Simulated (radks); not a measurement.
The numbers below are computed, except where a source is named.
Task: The table gives one normalised radial function P(r) = r R(r) of Fe+ in [Ne] 3s2 3p4 3d8 4s1 (r in bohr). Level of theory: scalar-relativistic Kohn-Sham, revPBE, spin-polarised, spherical densities, point nucleus; open shells are filled with parallel spins first (a radial shooting solver on a logarithmic mesh with Libxc functionals).

r	P
0.004934	0.0049
0.007421	0.0105
0.01107	0.0220
0.01651	0.0449
0.02483	0.0902
0.03705	0.1699
0.05527	0.2967
0.08312	0.4643
0.124	0.5951
0.185	0.5344
0.2782	0.1037
0.415	-0.6004
0.6191	-1.1197
0.931	-1.0261
1.389	-0.5360
2.072	-0.1520
3.116	-0.0186
4.648	-0.0007
6.934	0.0000

Which n and l does it have? It may be an empty orbital.

Result: n = 3, l = 1: the number of nodes gives n - l - 1 = 1, the rise at small r (about r^(l+1)) gives l, and the extent must fit the shell. The curve is that of 3p down; the table hardly tells the two spins apart. 3p down: eigenvalue -67.524 eV, 1 radial node at r = 0.297 bohr, <r> = 0.858 bohr, 90 % of the charge inside 1.32 bohr.
